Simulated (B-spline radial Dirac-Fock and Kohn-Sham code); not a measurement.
## Dy: scattering cross sections and density moments

System: atomic dysprosium in the configuration [Xe] 4f8 5d2 6s2 (an excited configuration).

The run's input, task.json:

```json
{"items": [{
  "Z": 66,
  "q": 0,
  "cfg": [[1, 0, 2], [2, 0, 2], [2, 1, 6], [3, 0, 2], [3, 1, 6], [3, 2, 10], [4, 0, 2], [4, 1, 6], [4, 2, 10], [4, 3, 8], [5, 0, 2], [5, 1, 6], [5, 2, 2], [6, 0, 2]],
  "A": 164,
  "rrms": 5.2218,
  "do": ["scatter"],
  "s": [0.0, 0.05, 0.1, 0.15, 0.2, 0.25, 0.3, 0.35, 0.4, 0.45, 0.5, 0.6, 0.7, 0.8, 0.9, 1.0, 1.1, 1.2, 1.4, 1.6, 1.8, 2.0, 2.5, 3.0, 3.5, 4.0, 5.0, 6.0],
  "pz": [0, 0.1, 0.2, 0.3, 0.4, 0.5, 0.6, 0.8, 1.0, 1.2, 1.4, 1.6, 1.8, 2.0, 2.5, 3.0, 4.0, 5.0, 7.0, 10.0, 15.0, 20.0, 30.0, 40.0, 60.0, 100.0],
  "hv_scatter": [1000, 2000, 5000, 8047.8, 20000, 50000, 200000, 500000]
}]}
```

Command: `python xray_run.py task.json out`

Model: relativistic Hartree-Fock (Dirac-Fock) wave functions, averaged over the configuration. Program: a radial B-spline solver.

| Property | Result |
| --- | --- |
| Sum of ⟨r⟩ | 45.47 bohr |
| Sum of ⟨r²⟩ | 83.13 bohr² |
| Sum of ⟨1/r⟩ | 453.96 per bohr |
| Langevin diamagnetic susceptibility | -65.8 × 10⁻⁶ cm³/mol |
| Lamb shielding (α²/3)Σ⟨1/r⟩ | 8058 ppm |

Coherent scattering is the Thomson cross section weighted by f₀², without anomalous dispersion; incoherent scattering is Klein-Nishina weighted by S. The Lamb formula is the non-relativistic shielding expression. Electron correlation is left out.

| hν (keV) | coherent (b) | incoherent (b) | incoherent per electron (b) |
| --- | --- | --- | --- |
| 1 | 2749 | 1.422 | 0.0215 |
| 2 | 2468 | 3.378 | 0.0512 |
| 5 | 1713 | 8.450 | 0.128 |
| 8.0478 | 1213 | 12.38 | 0.188 |
| 20 | 460.5 | 21.19 | 0.321 |
| 50 | 125.8 | 27.73 | 0.420 |
| 200 | 11.72 | 25.22 | 0.382 |
| 500 | 2.087 | 18.73 | 0.284 |

Incoherent scattering overtakes coherent scattering between 50 and 200 keV.

Values without a named source are computed, but for edge energies of neutral atoms, which are taken from tables.
